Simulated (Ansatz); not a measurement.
Total energies of C$_{2}$H$_{8}$SiSn (`C=[CH][SnH2][SiH3]`).

Cartesian coordinates in Å:
```
C 0.994 -2.033 -0.164
C -0.277 -1.653 -0.127
Sn -0.936 0.175 0.754
Si 0.155 2.151 -0.459
H 1.796 -1.438 0.265
H 1.299 -2.970 -0.626
H -1.028 -2.297 -0.579
H -2.641 0.246 0.643
H -0.509 0.189 2.411
H -0.221 3.444 0.172
H -0.268 2.174 -1.884
H 1.636 2.012 -0.407
```

Total charge 0; spin multiplicity 1. Correlated methods include outer-core shells of Sn, which these sets cover unevenly. Sn: def2 effective core potential. All single points use the PBE0-D4/def2-TZVP geometry. It is one conformer, not always the lowest. Basis def2-TZVPP, the Gaussian-basis code of Ansatz.

RPA on PBE orbitals: Hartree–Fock energy of these orbitals -582.61112 Eh, correlation -1.31318 Eh (frozen core).

| functional | kind | energy without D4 (Eh) | D4 term (kJ/mol) |
| --- | --- | --- | --- |
| LDA (SPW92) | LDA | -582.51186 | – |
| PBE | GGA | -584.52650 | -25.5 |
| revPBE | GGA | -584.76415 | -67.4 |
| BLYP | GGA | -584.69343 | -53.9 |
| r2SCAN | meta-GGA | -584.80311 | -6.4 |
| PBE0 | global hybrid, 25 % exact exchange | -584.58212 | -21.9 |
| B3LYP | global hybrid, 20 % | -584.90890 | -41.2 |
| HSE06 (plane-wave form) | screened hybrid | -584.56817 | -20.8 |
| CAM-B3LYP | range-separated hybrid | -584.74200 | -22.8 |
| LC-ωPBE | long-range corrected hybrid | -584.69438 | – |
| ωB97X-V | range-separated hybrid GGA with VV10 | -584.71729 | – |
| ωB97M-V | range-separated hybrid meta-GGA with VV10 | -584.67436 | – |
| B2PLYP | double hybrid | -584.39142 | – |
| PBE-QIDH | double hybrid | -584.28896 | – |

**Question.** Give the same for B97M-V, r2SCANh, r2SCAN0, BHLYP. (Estimate.)

**Answer.** The calculation gave: 
```tsv
functional	kind	energy without D4 (Eh)	D4 term (kJ/mol)
B97M-V	meta-GGA with VV10	-584.73544	–
r2SCANh	meta-GGA hybrid, 10 %	-584.78717	-6.9
r2SCAN0	meta-GGA hybrid, 25 %	-584.76445	-7.7
BHLYP	global hybrid, 50 %	-584.67947	-35.3
```

B3LYP takes the VWN-RPA correlation (the form of Gaussian; ORCA's B3LYP/G). HSE06 is the plane-wave form, built on full-range PBE exchange. The double hybrids freeze the cores in their second-order part.

LC-ωPBE has ω = 0.4 bohr⁻¹.
